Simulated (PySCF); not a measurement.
Vertical excitations of a molecule C2H4OSe from TDA-B3LYP/def2-SVPD in PySCF, as energy in eV (oscillator strength): 3.41 (0.000), 5.02 (0.010), 5.22 (0.000), 5.71 (0.024), 5.84 (0.046), 6.39 (0.049), 6.51 (0.000), 6.57 (0.012), 6.66 (0.005), 7.01 (0.000). Lowest triplet (TDA): 2.93 eV. Coordinates come from a PBE-D3(BJ)/def2-SVP optimisation. Other conformers were not sampled.

### Question
Identify the compound among the candidates.
(A) C[Se]C=O
(B) O=CC[SeH]
(C) C1OC[Se]1

### Answer
C, C1OC[Se]1
